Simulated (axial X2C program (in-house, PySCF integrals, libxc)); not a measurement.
## Potential curves of GaO⁻, two-component

All values were computed with an axial X2C code built on PySCF integrals. Two-component (2c) means X2C with spin–orbit coupling and atomic mean-field two-electron Coulomb and Gaunt terms. Basis: Ga dyall-acv3z [10s10p8d5f1g], O dyall-av3z [7s6p3d2f] (cores contracted in-house); Gaussian nuclei, density fitting, unrestricted open shells. Masses: Ga 68.926 u, O 15.995 u.

State: Ω = 0 (closed shell). Energies in cm⁻¹ from the fragments at the same level (Ga + O-). Fits are polynomials in 1 − R0/R over 0.85 to 1.23 times the lowest point R0.

```json
{"R (Å)": "1.4860", "MP2": "-34969", "CCSD": ""}
{"R (Å)": "1.5543", "MP2": "-41516", "CCSD": "-36188"}
{"R (Å)": "1.6055", "MP2": "-44528", "CCSD": "-38907"}
{"R (Å)": "1.6568", "MP2": "-46326", "CCSD": "-40397"}
{"R (Å)": "1.7080", "MP2": "-47187", "CCSD": "-40937"}
{"R (Å)": "1.7678", "MP2": "-47305", "CCSD": "-40666"}
{"R (Å)": "1.8276", "MP2": "-46723", "CCSD": "-39684"}
{"R (Å)": "1.9044", "MP2": "-45265", "CCSD": "-37706"}
{"R (Å)": "1.9984", "MP2": "-42788", "CCSD": ""}
{"R (Å)": "2.1350", "MP2": "-38453", "CCSD": ""}
```

Correlated methods: 10 electrons correlated (number of frozen shells: Ga 3 s, 2 p, 1 d; O 1 s), 290 virtual spin orbitals or spinors in MP2, 90 natural virtuals in coupled cluster.

One determinant describes the state; a PBE0 search over occupations chose it and may have missed a lower one. The closed shell is kept restricted, so the energy runs too high when the bond is stretched far. Dissociation energies refer to the lowest single-determinant-based atoms at the same level and basis. CCSD ran in a truncated set of natural virtual spinors with an MP2 remainder; without triples it tends to underbind. The T1 diagnostic is large, a sign of multireference character. With the outer-core shells frozen, correlated bond lengths of heavy atoms tend to come out a few hundredths of an ångström too long. Coupled cluster ran on the points near the minimum only. MP2 and coupled cluster on one determinant become unreliable at the stretched end.

What are Re, ωe and De at the MP2 level?

At MP2, 2c: Re = 1.746 Å, ωe ≈ 755 cm⁻¹, De = 5.87 eV to Ga + O-; Be follows as 0.426 cm⁻¹.

Fit the CCSD curve near its minimum: give the equilibrium distance, the harmonic wavenumber and the well depth.

At CCSD, 2c: Re = 1.719 Å, ωe ≈ 819 cm⁻¹, De = 5.08 eV to Ga + O-; Be follows as 0.44 cm⁻¹.
